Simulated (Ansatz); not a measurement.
Ag₄. The state is a triplet with charge 0. Geometry r2SCAN-D4/def2-SVPD, that of the charge -1 doublet; atoms count from 1.

```csv
atom,x (Å),y (Å),z (Å)
Ag1,-0.170,-1.161,-0.719
Ag2,0.955,-1.210,1.730
Ag3,0.165,1.160,0.720
Ag4,-0.951,1.211,-1.732
```

In the def2 sets Ag takes a core potential; there is no spin–orbit coupling. At PBE0-D4/def2-TZVPD a singlet of charge 0 lies 0.64 eV below the triplet at the same geometry. The structure comes from a short search, and lower isomers may exist.

(1) Estimate the Mulliken populations from the PBE0/def2-TZVPD orbitals of Ansatz.

(2) Where does the spin sit?

(3) And the Mayer bond orders between heavy atoms (over 0.3)?

Answers

(1) 
| atom | charge (e) | spin (α − β) | d electrons |
| --- | --- | --- | --- |
| Ag1 | -0.04 | 0.49 | 9.89 |
| Ag2 | 0.04 | 0.51 | 9.95 |
| Ag3 | -0.04 | 0.49 | 9.89 |
| Ag4 | 0.04 | 0.51 | 9.95 |
Mulliken values depend strongly on the basis. With diffuse functions, as here, like atoms can get unlike values, and bond orders can come out too low or too high.

(2) Summed by element: Ag 2.00, of 2 unpaired in all. Largest on single atoms: Ag4 0.51, Ag2 0.51, Ag1 0.49.

(3) Ag1–Ag2 0.51 (2.70 Å); Ag1–Ag3 0.43 (2.75 Å); Ag1–Ag4 0.51 (2.70 Å); Ag2–Ag3 0.51 (2.70 Å); Ag3–Ag4 0.51 (2.69 Å).
